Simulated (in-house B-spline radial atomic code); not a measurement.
# wB97X excitations of the selenium ion Se⁴⁺

Method: wB97X. Computed with an all-electron radial atomic-structure program (B-spline basis): linear response of the closed shell [Ar] 3d10 4s2 with the functional's adiabatic kernel; scalar-relativistic (spin-free one-electron X2C), finite nucleus, no spin-orbit coupling, no double excitations, S, P, D and F terms only; shells from n = 2 respond. Only terms of natural parity with L up to 3 were computed.

Command:
```bash
python run_td.py task.json out
```
Settings (radii: box in bohr, nucleus in fm):
```
Z                        34
electrons                30
configuration            [Ar] 3d10 4s2
hamiltonian              x2c
method                   wb97x
box_radius               19.1
rms_radius               4.14
intervals                72
```

Time taken, with all properties: 1.3 s on 1 thread of Intel(R) Xeon(R) 6975P-C (Granite Rapids) (shared host).

The lowest states, in the order of their Tamm-Dancoff energies; the method's threshold (minus the highest occupied level) is 65.86 eV. Labels give the largest channel, * marks a mixed state, and oscillator strengths are full-response dipole values. Semilocal kernels can invert the small singlet-triplet splittings of Rydberg terms. Energies in eV:

| state | full response | Tamm-Dancoff | oscillator strength |
| --- | --- | --- | --- |
| 4s → 4p 3P | 12.369 | 12.445 | - |
| 4s → 4p 1P | 16.604 | 17.238 | 1.61 |
| 4s → 4d 3D | 32.30 | 32.32 | - |
| 4s → 4d 1D | 32.82 | 32.87 | - |
| 4s → 5s 3S | 35.65 | 35.67 | - |
| 4s → 5s 1S | 36.44 | 36.48 | - |
| 4s → 5p 3P | 39.90 | 39.91 | - |
| 4s → 5p 1P | ? | ? | ? |
| 4s → 4f 1F | 45.16 | 45.18 | - |
| 4s → 4f 3F | 45.17 | 45.18 | - |
| 4s → 5d 3D | 46.31 | 46.31 | - |
| 4s → 5d 1D | 46.98 | 46.99 | - |
| 4s → 6s 3S | 47.88 | 47.89 | - |
| 4s → 6s 1S | ? | ? | - |
| 4s → 6p 3P | 50.01 | 50.01 | - |
| 4s → 6p 1P | 50.08 | 50.10 | 0.026 |

Problem. Where does 4s → 5p 1P lie?

Solution. At 40.59 eV in full response, 40.65 eV in Tamm-Dancoff, oscillator strength 0.038.

Problem. Where does 4s → 6s 1S lie?

Solution. At 48.07 eV in full response, 48.08 eV in Tamm-Dancoff.

Problem. How large is the singlet-triplet splitting of 4s → 4p (P terms) in Tamm-Dancoff?

Solution. 4.79 eV, from the unrounded values.

Problem. What polarisabilities and dispersion coefficient does the method give?

Solution. Dipole 4.805 bohr³, quadrupole 7.85 bohr⁵, C6 12.59 hartree·bohr⁶ for two such species.
